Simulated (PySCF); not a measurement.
C3H6F2Si.

```xyz
12

F      0.8770     1.9206     0.0000
Si    -0.5804     1.1813     0.0000
C     -0.2008    -0.6526     0.0000
F     -1.3614    -1.4111     0.0000
C      0.9610    -1.2396    -0.7536
C      0.9610    -1.2396     0.7536
H     -1.3169     1.5847     1.2253
H     -1.3169     1.5847    -1.2253
H      1.6368    -0.5630    -1.2848
H      0.7594    -2.1884    -1.2581
H      1.6368    -0.5630     1.2848
H      0.7594    -2.1884     1.2581
```
Charge 0, spin multiplicity 1.

Geometry optimised at B3LYP-D3(BJ)/def2-SVP. This is a generated structure with no PubChem entry under its InChIKey; it may be hypothetical. One conformer was computed; it need not be the lowest.

Calculation: PBE/pcSseg-1 run with PySCF. Non-relativistic, no solvent.

Computed absolute GIAO shielding of each atom: isotropic value and principal components (ppm):
| atom | σ(iso) | σ11 | σ22 | σ33 | span |
|---|---|---|---|---|---|
| F1 | 391.6 | 375.1 | 376.0 | 423.7 | 48.6 |
| Si2 | 339.4 | 295.0 | 338.5 | 384.8 | 89.7 |
| C3 | 108.3 | 46.8 | 66.7 | 211.4 | 164.7 |
| F4 | 403.4 | 366.2 | 384.8 | 459.3 | 93.1 |
| C5 | 168.2 | 137.8 | 164.7 | 202.2 | 64.5 |
| C6 | 168.2 | 137.8 | 164.7 | 202.2 | 64.5 |
| H7 | 25.8 | 23.1 | 23.9 | 30.5 | 7.3 |
| H8 | 25.8 | 23.1 | 23.9 | 30.5 | 7.3 |
| H9 | 30.3 | 24.6 | 27.8 | 38.6 | 13.9 |
| H10 | 30.2 | 25.2 | 27.2 | 38.1 | 12.8 |
| H11 | 30.3 | 24.6 | 27.8 | 38.6 | 13.9 |
| H12 | 30.2 | 25.2 | 27.2 | 38.1 | 12.8 |
